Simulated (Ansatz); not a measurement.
Reaction (formal exchange of groups at the Si–O bond): `NCO[SiH](O)F` + `CI` → `O[SiH](F)I` + `COCN`

Gas-phase electronic energies from Ansatz, PBE0-D4/def2-TZVP geometries. CCSD(T)/CBS adds triple-zeta CCSD(T) − MP2 to the extrapolated MP2 energy (def2 sets, frozen cores). This one scheme is used for every species. Functionals use def2-TZVPP. def2 core potentials past Kr. For I outer-core shells are correlated without core-valence functions, which leaves a few kJ/mol of doubt a bond. One conformer a species, not always the lowest.

(1) Is it downhill or uphill in electronic energy at CCSD(T)/CBS, and by how much? (An estimate is asked.)

(2) What do these levels give: PBE-D4, r2SCAN-D4, ωB97X-V, MP2/def2-TZVPP, CCSD(T)/def2-TZVPP, MP2/CBS(def2)? (An estimate is asked.)

Largest T1 diagnostic among the species: 0.011.

## Answers

(1) The calculation gave: Uphill: ΔE = +71.4 kJ/mol.

(2) The calculation gave: PBE-D4 53.6, r2SCAN-D4 63.3, ωB97X-V 62.9, MP2/def2-TZVPP 71.9, CCSD(T)/def2-TZVPP 73.0, MP2/CBS(def2) 70.3 kJ/mol.

From PBE to PBE0 (25 % exact exchange), in def2-TZVPP and without D4, ΔE moves by +3.1 kJ/mol.
